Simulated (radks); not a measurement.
Question: Species: Pd4+. Configuration: [Ar] 3d10 4s2 4p5.75 4d6 5s0.25 (fractional occupations, a model configuration). Calculated with a radial shooting solver on a logarithmic mesh with Libxc functionals: scalar-relativistic Kohn-Sham, PBE, spin-polarised, spherical densities, point nucleus; open shells are filled with parallel spins first (spin-orbit coupling, left out, can overturn this in heavy ions). Some entries of the table are withheld. Estimate them.

| orbital | occ. | eigenvalue (eV) | <r^2> (bohr^2) | <r> (bohr) |
|---|---|---|---|---|
| 1s up | 1 | -24228.47 | 0.001371 | 0.03185 |
| 1s down | 1 | -24228.41 | 0.001371 | 0.03185 |
| 2s up | 1 | -3591.104 | 0.02256 | 0.1383 |
| 2s down | 1 | -3590.219 | 0.02256 | 0.1383 |
| 2p up | 3 | -3225.945 | 0.01777 | 0.1206 |
| 2p down | 3 | -3225.245 | 0.01777 | 0.1206 |
| 3s up | 1 | -698.1174 | 0.1645 | 0.3792 |
| 3s down | 1 | -697.6290 | 0.1644 | 0.3791 |
| 3p up | 3 | -578.1586 | 0.1665 | 0.3786 |
| 3p down | 3 | -577.5991 | 0.1664 | 0.3785 |
| 3d up | 5 | -387.8161 | 0.1525 | 0.3574 |
| 3d down | 5 | -386.9765 | 0.1522 | 0.3573 |
| 4s up | 1 | -146.4688 | 0.9796 | 0.9313 |
| 4s down | 1 | -142.5903 | 0.9753 | 0.9289 |
| 4p up | 3 | -111.4645 | 1.161 | 1.010 |
| 4p down | 2.75 | -107.4649 | 1.160 | 1.009 |
| 4d up | 5 | -60.2698 | 1.778 | 1.235 |
| 4d down | 1 | -56.3393 | 1.820 | 1.247 |
| 5s up | 0.25 | -43.3009 | (1) | 2.209 |
| 5s down | 0 | -41.1510 | (2) | 2.245 |

Answer: 
(1) 5s up <r^2> (bohr^2): 5.451
(2) 5s down <r^2> (bohr^2): 5.624
